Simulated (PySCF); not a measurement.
SMILES CCn1nnc(C)c1C, C₆H₁₁N₃

Molfile (atoms numbered from 1):
```
C6H11N3
     RDKit          3D

 20 20  0  0  0  0  0  0  0  0999 V2000
    2.5840    0.5720   -0.7953 C   0  0  0  0  0  0  0  0  0  0  0  0
    1.9260   -0.6429   -0.1454 C   0  0  0  0  0  0  0  0  0  0  0  0
    0.7125   -0.2748    0.5299 N   0  0  0  0  0  0  0  0  0  0  0  0
    0.7292    0.1282    1.7970 N   0  0  0  0  0  0  0  0  0  0  0  0
   -0.4607    0.4419    2.1468 N   0  0  0  0  0  0  0  0  0  0  0  0
   -1.3011    0.2538    1.1085 C   0  0  0  0  0  0  0  0  0  0  0  0
   -2.7581    0.5319    1.1965 C   0  0  0  0  0  0  0  0  0  0  0  0
   -0.5527   -0.2118    0.0397 C   0  0  0  0  0  0  0  0  0  0  0  0
   -0.9346   -0.6074   -1.3372 C   0  0  0  0  0  0  0  0  0  0  0  0
    2.7947    1.3232   -0.0382 H   0  0  0  0  0  0  0  0  0  0  0  0
    1.9310    1.0103   -1.5468 H   0  0  0  0  0  0  0  0  0  0  0  0
    3.5161    0.2801   -1.2710 H   0  0  0  0  0  0  0  0  0  0  0  0
    2.5942   -1.0678    0.6073 H   0  0  0  0  0  0  0  0  0  0  0  0
    1.6967   -1.4044   -0.8954 H   0  0  0  0  0  0  0  0  0  0  0  0
   -2.9878    0.8894    2.1957 H   0  0  0  0  0  0  0  0  0  0  0  0
   -3.0490    1.2911    0.4709 H   0  0  0  0  0  0  0  0  0  0  0  0
   -3.3356   -0.3710    1.0003 H   0  0  0  0  0  0  0  0  0  0  0  0
   -1.9976   -0.4335   -1.4804 H   0  0  0  0  0  0  0  0  0  0  0  0
   -0.3822   -0.0320   -2.0798 H   0  0  0  0  0  0  0  0  0  0  0  0
   -0.7301   -1.6657   -1.5063 H   0  0  0  0  0  0  0  0  0  0  0  0
  1  2  1  0
  2  3  1  0
  3  4  1  0
  4  5  2  0
  5  6  1  0
  6  7  1  0
  6  8  2  0
  8  9  1  0
  8  3  1  0
  1 10  1  0
  1 11  1  0
  1 12  1  0
  2 13  1  0
  2 14  1  0
  7 15  1  0
  7 16  1  0
  7 17  1  0
  9 18  1  0
  9 19  1  0
  9 20  1  0
M  END
```

Theory: GIAO B97-2/6-31G magnetisability, rotational g tensor and spin-rotation constants, non-relativistic, gas phase (PySCF 2.14.0). Geometry: GFN2-xTB.

Task: What are the magnetisability and the molar susceptibility?

Result: Isotropic -1435 × 10⁻³⁰ J/T², or -86.4 × 10⁻⁶ cm³/mol; principal values -1945, -1194, -1164 × 10⁻³⁰ J/T², anisotropy 766 × 10⁻³⁰ J/T² (root of half the summed squared differences of the principal values). The susceptibility is in cgs units.

Task: Split it along the inertial axes a, b, c into diamagnetic and paramagnetic parts about the centre of mass, with the quadrupole moment.

Result: 
```
axis  χ (10⁻⁶ cm³/mol)  diamagnetic (10⁻⁶ cm³/mol)  paramagnetic (10⁻⁶ cm³/mol)  summed x² of all electrons (Å²)  quadrupole Θ (D Å)
   a             -72.3                      -533.7                        461.4                            228.9               +9.51
   b             -71.8                     -1095.4                       1023.6                             96.5               -9.12
   c            -115.1                     -1380.7                       1265.6                             29.3               -0.39
```
Anisotropies 2χaa − χbb − χcc = +42.4 and 2χbb − χaa − χcc = +43.8 × 10⁻⁶ cm³/mol. Θ is traceless in Buckingham's convention.

Task: And the rotational g tensor?

Result: 
| axis | rotational constant (GHz) | g | nuclear part | electronic part |
| --- | --- | --- | --- | --- |
| a | 2.9715 | -0.0403 | 0.6038 | -0.6441 |
| b | 1.2876 | -0.0111 | 0.6081 | -0.6192 |
| c | 0.9884 | +0.0092 | 0.5969 | -0.5876 |

Asymmetric top; isotopes 12C, 1H, 14N; no vibrational averaging.
